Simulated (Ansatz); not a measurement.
Computed with B3LYP-D3(BJ)/def2-TZVP (Ansatz, a quantum-chemistry and plane-wave program). No frequencies were computed at this level.

Ansatz 0.2 input:
```yaml
crystal:
  periodic: [false, false, false]
  atoms:
    - { symbol: Si, position_ang: [1.093489, -0.091536, 0.238768] }
    - { symbol: B, position_ang: [-0.831162, 0.080553, -0.182737] }
    - { symbol: S, position_ang: [-1.965743, -1.302113, -0.015746] }
    - { symbol: S, position_ang: [-1.579329, 1.605215, -0.762336] }
    - { symbol: H, position_ang: [1.751064, -1.075707, -0.629852] }
    - { symbol: H, position_ang: [1.308934, -0.551937, 1.616347] }
    - { symbol: H, position_ang: [1.811417, 1.180872, 0.08177] }
    - { symbol: H, position_ang: [-1.097976, -2.21721, 0.409459] }
    - { symbol: H, position_ang: [-0.490696, 2.371863, -0.755675] }
basis:
  gaussian: { orbitals: def2-tzvp }
hamiltonian:
  xc: b3lyp
  dispersion: d3bj
relax:
  max_steps: 150
```

Output:

```
Functional definition: B3LYP
1192 factors; their error is unknown
mean field evaluation 1: about -30308.0185 eV, gradient 2.7e1 eV
mean field evaluation 2: about -30306.8461 eV, gradient 3.3e1 eV
mean field evaluation 4: about -30310.2425 eV, gradient 1.4e0 eV
mean field evaluation 8: about -30310.2473 eV, gradient 1.7e-2 eV
mean field evaluation 16: about -30310.3074 eV, gradient 1.6e-5 eV
mean field -30310.30741698 eV, -1113.8832525097 hartree, gradient 1.6e-5 eV, S^2 0.000000; 0 other end points of the search recorded, 0 dependent functions left out
reference -30310.30768857 eV, -1113.8832624903 hartree; 28, 28 occupied and 144, 144 virtual orbitals, 1192 factors
relax step   1: F+E_penalty+E_count = -30310.77754176 eV  Δ(F+E_penalty+E_count) = +0.000e0 eV  max|allowed force component| = 3.476e-1 eV/Å  Δτ_max = 0.0000 Å  (27 SCF iters, accepted)
these checks for a lower state are left out or cut short: starts, cluster_reference, orbital_swaps, neighbouring_geometries, increment
1192 factors; their error is unknown
mean field -30310.32932487 eV, -1113.8840576098 hartree, gradient 1.4e-5 eV, S^2 0.000000; 0 other end points of the search recorded, 0 dependent functions left out
reference -30310.32959684 eV, -1113.8840676046 hartree; 28, 28 occupied and 144, 144 virtual orbitals, 1192 factors
relax step   2: F+E_penalty+E_count = -30310.79860615 eV  Δ(F+E_penalty+E_count) = -2.106e-2 eV  max|allowed force component| = 1.244e-1 eV/Å  Δτ_max = 0.0306 Å  (30 SCF iters, accepted)
these checks for a lower state are left out or cut short: starts, cluster_reference, orbital_swaps, neighbouring_geometries, increment
1192 factors; their error is unknown
mean field -30310.33300713 eV, -1113.8841929306 hartree, gradient 1.4e-5 eV, S^2 0.000000; 0 other end points of the search recorded, 0 dependent functions left out
reference -30310.33327947 eV, -1113.8842029388 hartree; 28, 28 occupied and 144, 144 virtual orbitals, 1192 factors
relax step   3: F+E_penalty+E_count = -30310.80078667 eV  Δ(F+E_penalty+E_count) = -2.181e-3 eV  max|allowed force component| = 2.053e-2 eV/Å  Δτ_max = 0.0136 Å  (30 SCF iters, accepted)
these checks for a lower state are left out or cut short: starts, cluster_reference, orbital_swaps, neighbouring_geometries, increment
1192 factors; their error is unknown
mean field evaluation 32: about -30310.2713 eV, gradient 6.5e-1 eV
mean field -30310.33300028 eV, -1113.8841926787 hartree, gradient 1.4e-5 eV, S^2 0.000000; 0 other end points of the search recorded, 0 dependent functions left out
reference -30310.33327263 eV, -1113.8842026872 hartree; 28, 28 occupied and 144, 144 virtual orbitals, 1192 factors
relax step   4: F+E_penalty+E_count = -30310.80078662 eV  Δ(F+E_penalty+E_count) = +5.075e-8 eV  max|allowed force component| = 3.341e-2 eV/Å  Δτ_max = 0.0087 Å  (29 SCF iters, rejected (line search))
these checks for a lower state are left out or cut short: starts, cluster_reference, orbital_swaps, neighbouring_geometries, increment
1192 factors; their error is unknown
mean field -30310.33305378 eV, -1113.8841946448 hartree, gradient 1.3e-5 eV, S^2 0.000000; 0 other end points of the search recorded, 0 dependent functions left out
reference -30310.33332609 eV, -1113.8842046522 hartree; 28, 28 occupied and 144, 144 virtual orbitals, 1192 factors
relax step   5: F+E_penalty+E_count = -30310.80088201 eV  Δ(F+E_penalty+E_count) = -9.533e-5 eV  max|allowed force component| = 4.169e-3 eV/Å  Δτ_max = 0.0044 Å  (24 SCF iters, accepted)
1192 factors; their error is unknown
mean field -30310.33305378 eV, -1113.8841946448 hartree, gradient 1.4e-5 eV, S^2 0.000000; 1 other end points of the search recorded, 0 dependent functions left out
reference -30310.33332609 eV, -1113.8842046522 hartree; 28, 28 occupied and 144, 144 virtual orbitals, 1192 factors
Total energy: -30310.80115432 eV, -1113.9013970224 hartree
Atom 0 at     1.108454    -0.087565     0.241311 Å, force    -0.000714     0.001364     0.001004 eV/Å
Atom 1 at    -0.847240     0.079873    -0.185372 Å, force    -0.001341    -0.002147    -0.004169 eV/Å
Atom 2 at    -1.974535    -1.314302    -0.016666 Å, force     0.002043    -0.000165     0.000161 eV/Å
Atom 3 at    -1.583025     1.615054    -0.765401 Å, force     0.002287    -0.000517     0.002389 eV/Å
Atom 4 at     1.743276    -1.087601    -0.654637 Å, force    -0.001580     0.000840    -0.000091 eV/Å
Atom 5 at     1.293767    -0.555845     1.638404 Å, force    -0.000254     0.000058    -0.000892 eV/Å
Atom 6 at     1.815357     1.207779     0.077635 Å, force     0.000318     0.000242     0.000303 eV/Å
Atom 7 at    -1.085895    -2.223960     0.416672 Å, force    -0.001222    -0.001176     0.001781 eV/Å
Atom 8 at    -0.470161     2.366567    -0.751948 Å, force     0.000464     0.001500    -0.000487 eV/Å
Dipole moment:     0.185419    -0.006714     0.040096 e Å
```

Cost: around 50 core-seconds (rough).
